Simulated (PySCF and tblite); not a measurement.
Results of a calculation; reference values are marked as such.
C₅H₉NO, numbered as in [CH2:1]=[CH:2][C:3](=[O:4])[N:5]([CH3:6])[CH3:7].

The ensemble was built from 90 distance-geometry starts (ETKDG and KDG, MMFF94s, GFN2-xTB) and rests on PBE0-D3(BJ)/def2-SVP geometries. Energies: PBE0-D3(BJ)/def2-TZVP (IEF-PCM, chloroform), with GFN2-xTB thermal terms (modes under about 100 cm⁻¹ blended into free rotors). Symmetry numbers and mirror images are counted. Conformers within 3 kcal/mol (GFN2-xTB free energy) were kept, 8 at most. Couplings: B3LYP/pcSseg-1 with pcJ-1 on H (gas phase; spin-dipole term only for pairs with B, N, F, Si or P). Couplings are for ¹H. Of two unlike H on one atom, a is the less shielded (PBE0/pcSseg-1 (IEF-PCM, chloroform)). Run with PySCF (density fitting) and tblite.

Torsions listed: C1–C2–C3–O4, O4–C3–N5–C6. Of a mirror pair one member is shown.

```
conformer      shape  weight %
        1  8°, -178°      91.6
        2  127°, -5°       8.4
```

**Question.** Give the couplings in each conformer and the averages at 298.15 K (pairs that fast motion interchanges averaged).

**Answer.** 
```tsv
coupling	pairs	1	2	average (Hz)
²J(H1b,H1a)	1	3.4	1.6	3.2
³J(H1b,H2)	1	11.0	13.1	11.2
³J(H1a,H2)	1	17.2	19.7	17.4
²J(H6,H6)	6	-13.9	-13.7	-13.9
```

Rotation about the C–N or B–N bond may be slow on the NMR time scale, and the averages treat it as fast.
